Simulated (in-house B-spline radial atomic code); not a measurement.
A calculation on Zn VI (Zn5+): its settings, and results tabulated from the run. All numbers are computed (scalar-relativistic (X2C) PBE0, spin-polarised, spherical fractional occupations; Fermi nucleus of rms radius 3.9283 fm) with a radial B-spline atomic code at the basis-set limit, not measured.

Command:
```bash
python run_scf.py task.json out
```
Settings (nuclear radius in fm, mass in u):
```
Z                30
configuration    [Ar] 3d7
hamiltonian      x2c
method           pbe0
spin_polarised   True
nucleus          fermi
rms_radius       3.9283
atomic_mass      63.92914
speed_of_light   137.035999084
```

Output (hartree, bohr):
```
 radial grid: 66 intervals, B-splines of order 8, outer radius 12.1053 bohr

 iter        energy (Eh)    residual
    1       -1766.936348    9.29e-01
    2       -1779.159482    7.63e-01
    3       -1787.234504    1.76e-01
    4       -1787.762938    3.13e-02
    5       -1787.772066    2.09e-02
    6       -1787.780017    1.54e-03
    7       -1787.780030    8.70e-05
    8       -1787.780030    5.04e-06
    9       -1787.780030    2.69e-07

 total energy                     -1787.78003
 kinetic                            1821.0676
 electron-nucleus                  -4227.2833
 Hartree                             687.3334
 exact exchange                      -16.8373
 exchange-correlation                -52.0604

 orbital      occ     eigenvalue          <r>       <r^2>       <1/r>       r_max
 1s up      1.000      -355.2084    0.0499437  0.00336838     30.7615      0.0325
 1s down    1.000      -355.2083    0.0499432  0.00336828     30.7617      0.0325
 2s up      1.000       -46.8783     0.225812   0.0602273     6.67584      0.1892
 2s down    1.000       -46.7723     0.225469   0.0600303     6.68649       0.189
 2p up      3.000       -41.0685     0.198288   0.0482273     6.46494      0.1521
 2p down    3.000       -40.9798     0.197873   0.0480005     6.47515       0.152
 3s up      1.000        -8.4892     0.663709    0.506275     2.15629      0.5828
 3s down    1.000        -8.2844     0.666309    0.510437     2.14442      0.5836
 3p up      3.000        -6.7217     0.684041    0.547049     2.00883      0.5843
 3p down    3.000        -6.5001     0.688438    0.554522     1.99334      0.5858
 3d up      5.000        -3.8413     0.727356    0.649654     1.73698      0.5391
 3d down    2.000        -3.4958     0.749031    0.693589     1.69932       0.547
```

Cost of the run: 0.39 s on 1 thread of Arm Neoverse V1, with other jobs on the host.

Caution: exact exchange at fractional occupations of open shells leaves self-interaction of up to several eV.

One-electron X2C: radii and densities carry no picture-change correction, so inner-shell <1/r> comes out high (for 1s by about 2 % at Z = 33, 5 % at 54, 10 % at 75, 30 % at 118) and <r> low.
